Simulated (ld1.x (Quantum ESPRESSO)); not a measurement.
**Ar (Z = 18): TM pseudisation with revPBE, scalar-relativistic reference atom.**

| Property | Result |
| --- | --- |
| Element | Ar (Z = 18) |
| Generator | ld1.x (Quantum ESPRESSO) 7.5 |
| Type | norm-conserving Troullier–Martins (Kleinman–Bylander form) |
| Functional | revPBE |
| Relativity | scalar-relativistic |
| Frozen core | [Ne] |
| Valence charge | 8 |
| Reference configuration | 3s2 3p6 |
| Partial waves | 3p (bound): rc 1.35 bohr; 3d channel at 0.3 Ry: rc 1.45 bohr; 3s (bound): rc 0.86 bohr |
| Local potential | the s channel |
| Core correction | none |

- Cutoffs needed: 160 Ry and 300 Ry (the cutoffs (Ry, on a coarse ladder) from which the occupation-weighted sum of valence levels, in a spherical-Bessel basis at the reference potential, stays within 10 and 1 mRy of its value at 400 Ry)
- Ghost test: no extra level below or beside the all-electron valence levels (p, d, s, f tested) (spherical-Bessel basis up to 400 Ry, 20 bohr box)
- Largest excitation error: +294 meV (all-electron minus pseudo) for 3s2 3p2, out of 6 test configurations
